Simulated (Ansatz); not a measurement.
Input file for Ansatz (a program for electronic structure): R-r2SCAN/def2-TZVPP on ClHSn (SMILES [Cl][SnH]), a point of a bond scan (R = 2.396 Å). Elements past Kr take the def2 small-core potentials; no spin–orbit coupling.

Ansatz 0.2 input:
```yaml
crystal:
  periodic: [false, false, false]
  atoms:
    - {symbol: Sn, position_ang: [-0.30483669, -0.30030482, 0.41765924]}
    - {symbol: H, position_ang: [-1.42233025, -0.94349575, -0.81898880]}
    - {symbol: Cl, position_ang: [0.98024499, 0.93874921, -1.18023370]}
basis:
  gaussian:
    orbitals: def2-TZVPP
    pivot_positions_ang: [[-0.30483669, -0.30030482, 0.41765924], [-1.42233025, -0.94349575, -0.81898880], [0.98024499, 0.93874921, -1.18023370]]
hamiltonian:
  xc: {name: r2SCAN}
scf: {lower_state_search: off}
output: {orbitals: {seedname: ./end}}
```

Output:

```
WARN ansatz: RAYON_NUM_THREADS=1 ignored (pool sized by the plan → 1); use --threads N
Functional definition: r2SCAN
these checks for a lower state are left out or cut short: stability, starts, cluster_reference, orbital_swaps, neighbouring_geometries, increment
integrals: 0.03 GiB planned
741 factors; their error is unknown
mean field: 0.26 GiB planned
mean field evaluation 1: about -18372.0145 eV, gradient 1.8e1 eV
mean field evaluation 2: about -18368.9612 eV, gradient 3.7e1 eV
mean field evaluation 4: about -18373.0416 eV, gradient 2.2e0 eV
mean field evaluation 8: about -18373.0528 eV, gradient 4.2e-2 eV
mean field evaluation 16: about -18373.0395 eV, gradient 5.8e-5 eV
mean field -18373.03945306 eV, -675.1967462066 hartree, gradient 8.8e-6 eV, S^2 0.000000; 0 other end points of the search recorded, 0 dependent functions left out
reference -18373.03946425 eV, -675.1967466178 hartree; 20, 20 occupied and 86, 86 virtual orbitals, 741 factors
Total energy: -18373.03946425 eV, -675.1967466178 hartree
Checks for a lower state left out: stability, starts, cluster_reference, orbital_swaps, neighbouring_geometries, increment
```

Self-consistency was reached.

Cost: roughly 1.4 core-seconds.
